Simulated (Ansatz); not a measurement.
`BC(=C)[SiH2]C` + `[F][GaH][Cl]` → `C[SiH2][Ga]([F])[Cl]` + `BC=C` at 400 K and 1 bar (formal exchange of groups at the Si–C bond).

Computed with Ansatz on PBE0-D4/def2-TZVP structures; ΔE is electronic, products minus reactants. CCSD(T)/CBS is the MP2 limit (def2-TZVPP, def2-QZVPP) plus CCSD(T) − MP2 in def2-TZVPP, frozen cores. For Ga outer-core shells are correlated without core-valence functions, which leaves a few kJ/mol of doubt a bond. Scalar relativity is left out up to krypton. One conformer a species, not always the lowest.

| species | CCSD(T)/CBS energy (Eh) | H − E (kJ/mol) | S (J/(mol·K)) |
| --- | --- | --- | --- |
| `BC(=C)[SiH2]C` | -433.41862 | 318.8 | 400.4 |
| `[F][GaH][Cl]` | -2484.20089 | 46.6 | 313.4 |
| `C[SiH2][Ga]([F])[Cl]` | -2813.76964 | 189.6 | 446.8 |
| `BC=C` | -103.86193 | 185.4 | 285.8 |

H − E and S are ideal-gas, rigid-rotor, harmonic terms from PBE0-D4/def2-TZVP, for one conformer and one mirror image of each species. 1 Eh = 2625.50 kJ/mol, R = 8.31446 J/(mol·K).

Q: By hand: ΔE, ΔH, ΔS and ΔG.

A: ΔE = (-2813.76964) + (-103.86193) − (-433.41862) − (-2484.20089) = -0.01206 Eh = -31.7 kJ/mol. Δ(H − E) = 189.6 + 185.4 − 318.8 − 46.6 = 9.6, so ΔH = -22.1 kJ/mol. ΔS = 446.8 + 285.8 − 400.4 − 313.4 = 18.8 J/(mol·K). ΔG = -22.1 − 400 × (18.8)/1000 = -29.6 kJ/mol.

Q: By hand: the equilibrium constant, and the temperature at which ΔG would vanish if ΔH and ΔS stayed fixed.

A: log₁₀ K = −ΔG/(RT ln 10) = 3.9. ΔH and −TΔS have one sign here, so there is no such temperature.

TΔS isn't small against ΔH here. A doubt of 5 kJ/mol in ΔE shifts log₁₀ K by 0.7 here. Other conformers and mirror images would add mixing entropy, several J/(mol·K) or more a flexible species. Modes under 60 cm⁻¹, often nearly free rotors, make the harmonic entropy too high. These are equilibria of isolated gas molecules and say nothing of rates. Largest T1 diagnostic: 0.013 (customary marks: 0.02 for closed shells, 0.045 for open ones).
